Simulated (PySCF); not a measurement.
C₂H₉BSSi, singlet, geometry from GFN2-xTB. Base run: HF/6-31G, polarisability in PySCF.

Here is a job for PySCF.
```python
from pyscf import gto, scf
from pyscf.prop import polarizability

mol = gto.Mole()
mol.atom = '''
    Si    1.75282226    1.02335326   -0.11088822
    S     0.59355438   -0.70543197    0.43825630
    B    -1.10330733   -0.40503890   -0.03913501
    C    -2.16574486   -1.53570196    0.25625903
    C    -1.54033751    0.94726237   -0.73441722
    H     1.23088695    2.19205725    0.58886196
    H     1.68119027    1.20686043   -1.55635500
    H     3.08464979    0.65581173    0.33776717
    H    -2.64938181   -1.86244816   -0.66421871
    H    -2.96396679   -1.15927751    0.89587790
    H    -1.74305561   -2.41423687    0.73744644
    H    -2.60148667    0.97401539   -0.97269622
    H    -1.32843029    1.80764104   -0.09900643
    H    -0.99375679    1.11537485   -1.66271889
'''
mol.basis = '6-31g'
mol.verbose = 4
mol.build()

mf = scf.RHF(mol)
mf.kernel()
alpha = mf.Polarizability().polarizability()[2, 2]
print('alpha_zz =', alpha)
```

Variants of this job, named by their change:

```csv
change,alpha_zz (bohr³),basis functions,core-seconds (rough)
base,53.07,71,2
finite field (a.u.) = 0.02; conv_tol = 1e-11,53.10,71,3
finite field (a.u.) = 0.001; conv_tol = 1e-11,53.07,71,2
functional = camb3lyp,53.99,71,80
finite field (a.u.) = 0.005; conv_tol = 1e-11,53.07,71,3
basis = 6-31+G*,61.69,116,10
basis = def2-SVP,(withheld),(withheld),10
finite field (a.u.) = 2e-4; conv_tol = 1e-11,53.07,71,2
finite field (a.u.) = 0.001; conv_tol = 1e-6,53.05,71,2
finite field (a.u.) = 0.05; conv_tol = 1e-11,53.23,71,4
basis = 6-31G*,53.86,96,7
basis = STO-3G,25.24,42,0.8
```

**Question.** Fill in the missing entries.

**Answer.** 
- basis = def2-SVP, alpha_zz (bohr³): 56.53
- basis = def2-SVP, basis functions: 123

Finite-field rows take the second difference of the energy in a field along z; a small field with loose convergence shows SCF noise divided by the square of the field, and a large one adds hyperpolarisability.
